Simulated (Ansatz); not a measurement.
`[O]=[W](=[O])([F])[Cl]` + HCl → `[O]=[W](=[O])([Cl])[Cl]` + H–F at 298.15 K and 1 bar (ligand exchange at a W–F bond).

Isolated molecules relaxed with PBE0-D4/def2-TZVP in Ansatz; ΔE leaves out vibrations. CCSD(T)/CBS adds triple-zeta CCSD(T) − MP2 to the extrapolated MP2 energy (def2 sets, frozen cores). This one scheme is used for every species. def2 core potentials past Kr. For W outer-core shells are correlated without core-valence functions, which leaves a few kJ/mol of doubt a bond.

```tsv
species	CCSD(T)/CBS energy (Eh)	H − E (kJ/mol)	S (J/(mol·K))
`[O]=[W](=[O])([F])[Cl]`	-777.07652	44.4	339.1
HCl	-460.38127	26.6	186.8
`[O]=[W](=[O])([Cl])[Cl]`	-1137.06608	42.9	344.9
H–F	-100.39570	33.5	173.6
```

H − E and S are ideal-gas, rigid-rotor, harmonic terms from PBE0-D4/def2-TZVP. 1 Eh = 2625.50 kJ/mol, R = 8.31446 J/(mol·K).

**Question.** By hand: ΔE, ΔH, ΔS and ΔG.

**Answer.** ΔE = (-1137.06608) + (-100.39570) − (-777.07652) − (-460.38127) = -0.00399 Eh = -10.5 kJ/mol. Δ(H − E) = 42.9 + 33.5 − 44.4 − 26.6 = 5.4, so ΔH = -5.1 kJ/mol. ΔS = 344.9 + 173.6 − 339.1 − 186.8 = -7.4 J/(mol·K). ΔG = -5.1 − 298.15 × (-7.4)/1000 = -2.9 kJ/mol.

**Question.** By hand: the equilibrium constant, and the temperature at which ΔG would vanish if ΔH and ΔS stayed fixed.

**Answer.** log₁₀ K = −ΔG/(RT ln 10) = 0.5. ΔG = 0 at ΔH/ΔS = 689 K, though so small a ΔH makes that figure unsure.

TΔS isn't small against ΔH here. The sign of ΔG lies within the doubt. A doubt of 5 kJ/mol in ΔE shifts log₁₀ K by 0.9 here. These are equilibria of isolated gas molecules and say nothing of rates. Largest T1 diagnostic: 0.022 (customary marks: 0.02 for closed shells, 0.045 for open ones).
